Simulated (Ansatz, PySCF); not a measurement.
Molecule: NO3, charge -1, multiplicity 1. It need not be the lowest isomer of its formula. Whether it binds its extra electron was not tested at this geometry. 
Structure (B3LYP-D3(BJ)/def2-TZVP (Ansatz, a program for electronic structure) minimum search):
```
N
O 1 1.2564
O 1 1.2564 2 120.00
O 1 1.2564 2 120.00 3 180.00
```
Charge -1, spin multiplicity 1.

Total electronic energies in hartree. Correlated levels leave the core frozen unless marked. Spin-orbit coupling is left out. Non-relativistic unless marked X2C. Basis-set limits of correlation are two-point, X^-3; Hartree-Fock from the larger set. [CCSD(T)-MP2]/basis is that difference in the basis named.

| level | program | energy (Eh) |
|---|---|---|
| HF/aug-cc-pVTZ | Ansatz | -279.03613 |
| HF/cc-pVTZ | Ansatz | -279.02425 |
| HF-D3(BJ)/def2-TZVPD | PySCF + dftd3 | -279.06338 |
| SVWN5/def2-TZVPD | Ansatz | -278.51620 |
| PBE-D3(BJ)/def2-TZVPD | Ansatz + dftd3 | -280.23519 |
| TPSS/def2-TZVPD | PySCF | -280.53304 |
| TPSS-D3(BJ)/def2-TZVPD | PySCF + dftd3 | -280.53500 |
| TPSS-D4/def2-TZVPD | PySCF + dftd4 | -280.53601 |
| M06-L/def2-TZVPD | PySCF | -280.44701 |
| B97M-V/def2-TZVPD | Ansatz | -280.41215 |
| PBE0/def2-QZVPP | Ansatz | -280.21079 |
| BHLYP/def2-TZVPD | Ansatz | -280.32986 |
| TPSSh-D4/def2-TZVPD | PySCF + dftd4 | -280.49305 |
| HSE06-D4/def2-TZVPD | Ansatz + dftd4 | -280.19009 |
| RPA@PBE/cc-pVQZ | Ansatz | -280.47995 |
| MP2/cc-pVDZ | Ansatz | -279.65737 |
| MP2/cc-pVQZ | Ansatz | -280.04950 |
| RI-MP2/aug-cc-pVTZ | Ansatz | -279.98839 |
| SCS-MP2/STO-3G | Ansatz | -275.14290 |
| SCS-MP2/cc-pVTZ | Ansatz | -279.91537 |
| CCSD(T)/6-31G* | Ansatz | -279.64511 |
| X2C-CCSD(T)/cc-pVTZ-DK | Ansatz | -280.15945 |
| RI-MP2/CBS(aug-cc-pVTZ,aug-cc-pVQZ)+[CCSD(T)-MP2]/aug-cc-pVTZ | Ansatz | -280.1391 |

Totals of different functionals don't rank their quality; only differences between species are comparable.
